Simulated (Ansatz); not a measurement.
Consider the cleavage of the B–B bond: `FBBCl` + CH₃NH₂ → `CNBCl` + `BF`.

Isolated molecules relaxed with PBE0-D4/def2-TZVP in Ansatz; ΔE leaves out vibrations. CCSD(T)/CBS adds triple-zeta CCSD(T) − MP2 to the extrapolated MP2 energy (def2 sets, frozen cores). This one scheme is used for every species. DFT in def2-TZVPP. One conformer a species, not always the lowest.

`FBBCl`:

Cartesian coordinates in Å:
```
F -0.693 1.221 -1.317
B -0.219 0.074 -0.852
B 0.036 -0.152 0.807
Cl 1.616 0.215 1.451
H 0.021 -0.774 -1.673
H -0.762 -0.584 1.584
```

CH₃NH₂:

Z-matrix (Å, degrees):
```
C
N 1 1.453
H 1 1.092 2 109.4
H 1 1.100 2 115.4 3 -121.6
H 1 1.092 2 109.4 3 116.8
H 2 1.012 1 110.6 3 62.6
H 2 1.012 1 110.6 3 -179.3
```

`CNBCl`:

```xyz
9

C     0.422    0.274   -1.086
N    -0.341   -0.344   -0.026
B    -0.237   -0.057    1.321
Cl   -1.259   -0.921    2.481
H     1.019   -0.463   -1.630
H    -0.230    0.784   -1.801
H     1.099    1.011   -0.656
H    -1.000   -1.046   -0.328
H     0.527    0.763    1.726
```

`BF`:

Cartesian coordinates in Å:
```
B -0.032 0.022 -0.031
F 0.818 -0.560 0.788
H -0.996 0.548 0.446
H 0.210 -0.010 -1.203
```

```tsv
species	B97M-V energy (Eh)
`FBBCl`	-610.93952
CH₃NH₂	-95.88451
`CNBCl`	-580.93960
`BF`	-125.94960
```

Problem. Work out ΔE.

Solution. ΔE = (-580.93960) + (-125.94960) − (-610.93952) − (-95.88451) = -0.06517 Eh = -1.77 eV. CCSD(T)/CBS gives -1.82 eV.

Largest T1 diagnostic among the species: 0.014.

Leaving LDA and LC-ωPBE aside and taking each functional with its dispersion term where it has one, the values, not all of them listed here, spread over 0.13 eV, from CAM-B3LYP-D4 to revPBE-D4. LDA lies −0.15 eV from PBE without D4. At CCSD(T), def2-SVP lies −0.17 eV from the extrapolated value and def2-TZVPP −0.02 eV.
